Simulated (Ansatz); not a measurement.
Reactions of C$_{2}$H$_{3}$ClFI, SMILES `CC(F)(Cl)I`.

Computed with Ansatz on PBE0-D4/def2-TZVP structures; ΔE is electronic, products minus reactants. CBS: MP2 limit from def2 TZ/QZ plus the TZ coupled-cluster correction, frozen cores. This one scheme is used for every species, atoms too. Functionals use def2-TZVPP. Open shells (•) are unrestricted, without spin–orbit coupling. Spin–orbit coupling would lower the free atoms: a little for C, Cl, F; strongly for I. def2 core potentials past Kr. For Br, Ge, I outer-core shells are correlated without core-valence functions, so the limit isn't a true one: a few kJ/mol of doubt a bond, and 10 to 20 or more in all where bonds break to atoms. Scalar relativity is left out up to krypton.

```json
{"reaction": "`CC(F)(Cl)I` + H₂ → `CC(F)Cl` + HI", "r2SCAN-D4 (kJ/mol)": "-78", "HF/CBS(def2) (kJ/mol)": "-129"}
{"reaction": "`CC(F)(Cl)I` → `F[C](Cl)I`• + `[CH3]`•", "r2SCAN-D4 (kJ/mol)": "361", "HF/CBS(def2) (kJ/mol)": "266"}
{"reaction": "`CC(F)(Cl)I` + GeH₄ → `C[C](F)(Cl)[GeH3]` + HI", "r2SCAN-D4 (kJ/mol)": "-26", "HF/CBS(def2) (kJ/mol)": "-39"}
{"reaction": "`CC(F)(Cl)I` → 2 C• + Cl• + F• + 3 H• + I•", "r2SCAN-D4 (kJ/mol)": "2756", "HF/CBS(def2) (kJ/mol)": "1892"}
{"reaction": "`CC(F)(Cl)I` + H₂ → `CC(Cl)I` + H–F", "r2SCAN-D4 (kJ/mol)": "-79", "HF/CBS(def2) (kJ/mol)": "-110"}
{"reaction": "`CC(F)(Cl)I` + H₂ → `CC(F)I` + HCl", "r2SCAN-D4 (kJ/mol)": "-80", "HF/CBS(def2) (kJ/mol)": "-120"}
{"reaction": "`CC(F)(Cl)I` + HI → `FC(Cl)(I)I` + CH₄", "r2SCAN-D4 (kJ/mol)": "50", "HF/CBS(def2) (kJ/mol)": "76"}
{"reaction": "`CC(F)(Cl)I` + HBr → `FC(Cl)(Br)I` + CH₄", "r2SCAN-D4 (kJ/mol)": "54", "HF/CBS(def2) (kJ/mol)": "75"}
```

(1) Give the CCSD(T)/CBS values in the same order. (Estimate.)

Largest T1 diagnostic: 0.015, for `F[C](Cl)I`•.

Answers

(1) The calculation gave: -77, 404, -29, 2744, -103, -85, 47, 58 kJ/mol.
